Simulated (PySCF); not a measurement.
**Spin states and ions at one geometry of [Tl(SH)2]+**

PySCF 2.14.0, RKS PBE, Tl def2-SVP with ECP60, S def2-SVP, H def2-SVP; non-relativistic Hamiltonian with scalar-relativistic core potentials where named; density fitting; no spin-orbit coupling; singlets restricted, open shells unrestricted. The geometry is relaxed for charge +1, singlet, vacuum:

```xyz
5

Tl   -0.2446    0.0000    0.0000
S    -0.3079    0.0775    2.4133
H     0.6717    1.0367    2.4464
S    -0.3079   -0.0775   -2.4133
H     0.6717   -1.0367   -2.4464
```

Energies count from the relaxed state; an electron taken off or put on is at rest in vacuum. Charges and spins are Mulliken's.

```
                     state  energy (eV)  spin squared  charge on Tl1 (e)  spin on Tl1 (e)  dipole about the centre of mass (D)
charge +1, singlet, vacuum         0.00          0.00               0.57             0.00                                 1.50
charge +1, triplet, vacuum         2.22          2.01               0.47             0.28                                 1.43
charge +2, doublet, vacuum        15.11          0.76               0.76             0.01                                 4.36
```

Problem. What does the state charge 0, doublet, vacuum give?

Solution. energy (eV) -6.54, spin squared 0.75, charge on Tl1 (e) 0.22, spin on Tl1 (e) 0.25, dipole about the centre of mass (D) 1.09.

With an electron taken off (doublet) the charges change, summed by element, by Tl +0.19 e, S +0.67 e, H +0.14 e. The vertical ionisation energy is 15.11 eV, against −ε(HOMO) = 11.81 eV of the relaxed state. The level lies 3.3 eV too high, as is usual for semilocal functionals and global hybrids, which keep a self-interaction error.

With an electron put on (doublet) the charges change, summed by element, by Tl -0.34 e, S -0.51 e, H -0.15 e. The vertical electron affinity is 6.54 eV, against −ε(LUMO) = 9.43 eV of the relaxed state.

Open shells may have lower solutions than those found. Hard to converge, so the more doubtful: charge +1, triplet, vacuum; charge +2, doublet, vacuum.
